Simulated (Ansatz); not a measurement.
`CO[Si]F`: the same geometry under several functionals.

```yaml
crystal:
  periodic: [false, false, false]
  atoms:
    - {symbol: C, position_ang: [-0.503555, 0.227098, 0.590963]}
    - {symbol: O, position_ang: [0.658062, 0.670219, -0.085438]}
    - {symbol: Si, position_ang: [1.551000, 0.028464, -1.285651]}
    - {symbol: F, position_ang: [0.775260, -1.362541, -1.591298]}
    - {symbol: H, position_ang: [-0.842010, -0.740100, 0.213769]}
    - {symbol: H, position_ang: [-0.281997, 0.142925, 1.656553]}
    - {symbol: H, position_ang: [-1.295659, 0.965935, 0.455501]}
basis:
  gaussian: {orbitals: def2-TZVPP}
hamiltonian: {xc: {name: LC-wPBE}, dispersion: d4}
output: {orbitals: {seedname: orbitals}}
```

```sh
$ ansatz run in.yaml --threads 2 --pin off --events-out ev --progress --plain
```

Shortened log:

```
WARN the engine holds no damping parameters fitted to this dispersion correction and functional, so the run takes those fitted to pbe0 (hamiltonian.dispersion, under Limitations)
Functional definition: LC-wPBE
952 factors; their error is unknown
295 factors; integrals over basis functions are off by at most 2.0e-5 eV
mean field evaluation 1: about -13721.1582 eV, gradient 5.4e1 eV
mean field evaluation 2: about -13720.0439 eV, gradient 6.4e1 eV
mean field evaluation 4: about -13726.0226 eV, gradient 2.3e0 eV
mean field evaluation 8: about -13726.0348 eV, gradient 5.3e-2 eV
mean field evaluation 16: about -13726.0073 eV, gradient 7.0e-5 eV
mean field -13726.00730677 eV, -504.4214647020 hartree, gradient 7.0e-5 eV, S^2 0.000000; 0 other end points of the search recorded, 0 dependent functions left out
reference -13726.00730678 eV, -504.4214647022 hartree; 20, 20 occupied and 157, 157 virtual orbitals, 952 factors
Total energy: -13726.10647430 eV, -504.4251090415 hartree
```

It took 1.6 s on 2 threads of a server CPU on a shared host, with 0.26 GiB of host memory at the peak.

Changing it to `hamiltonian: {xc: pbe, dispersion: d4}` and forces (abridged; 1.4 s):

```
Functional definition: PBE
mean field evaluation 16: about -13721.7989 eV, gradient 2.0e-5 eV
mean field -13721.79891810 eV, -504.2668092706 hartree, gradient 2.0e-5 eV, S^2 0.000000
Total energy: -13721.91788849 eV, -504.2711813518 hartree
Atom 0 force    -0.197085    -0.073445     0.117671 eV/Å
Atom 1 force     0.099509     0.450671     0.226465 eV/Å
Atom 2 force     0.612164     0.283265    -0.321920 eV/Å
Atom 3 force    -0.271460    -0.582590    -0.173260 eV/Å
Atom 4 force    -0.092099    -0.212269    -0.068063 eV/Å
Atom 5 force     0.028349    -0.017456     0.232783 eV/Å
Atom 6 force    -0.179378     0.151823    -0.013675 eV/Å
Dipole moment:    -0.219535     0.052786     0.222190 e Å
```

The same input with `hamiltonian: {xc: {name: BLYP}, dispersion: d4}` (abridged; 1.1 s):

```
Functional definition: BLYP
mean field evaluation 16: about -13731.1904 eV, gradient 6.5e-5 eV
mean field -13731.19041358 eV, -504.6119403638 hartree, gradient 6.5e-5 eV, S^2 0.000000
Total energy: -13731.45941165 eV, -504.6218258605 hartree
```

With the line `hamiltonian: {xc: pbe0, dispersion: d4}` (abridged; 1.2 s):

```
Functional definition: PBE0
mean field -13722.55956190 eV, -504.2947624150 hartree, gradient 5.9e-5 eV, S^2 0.000000
Total energy: -13722.65875559 eV, -504.2984077157 hartree
```

With the line `hamiltonian: {xc: {name: BHLYP}, dispersion: d4}` (abridged; 1.5 s):

```
Functional definition: BHLYP
mean field evaluation 16: about -13729.4919 eV, gradient 8.3e-5 eV
mean field -13729.49194030 eV, -504.5495226220 hartree, gradient 8.3e-5 eV, S^2 0.000000
Total energy: -13729.63423761 eV, -504.5547519517 hartree
```

The same input with `hamiltonian: {xc: {name: B3LYP}, dispersion: d4}` and forces (abridged; 1.7 s):

```
Functional definition: B3LYP
mean field evaluation 16: about -13732.7690 eV, gradient 5.4e-5 eV
mean field -13732.76896579 eV, -504.6699510876 hartree, gradient 5.4e-5 eV, S^2 0.000000
Total energy: -13732.96221204 eV, -504.6770527564 hartree
Atom 0 force    -0.312035    -0.087961     0.204751 eV/Å
Atom 1 force     0.162163     0.147383    -0.036375 eV/Å
Atom 2 force     0.234480     0.143164    -0.099086 eV/Å
Atom 3 force    -0.104167    -0.214851    -0.060470 eV/Å
Atom 4 force     0.010448     0.056918     0.029964 eV/Å
Atom 5 force    -0.023704     0.000308    -0.052740 eV/Å
Atom 6 force     0.032814    -0.044962     0.013956 eV/Å
Dipole moment:    -0.202201     0.062341     0.214142 e Å
```

LC-ωPBE has ω = 0.4 bohr⁻¹; the program lends it PBE0's D4 damping.

B3LYP takes the VWN-RPA correlation (the form of Gaussian; ORCA's B3LYP/G).
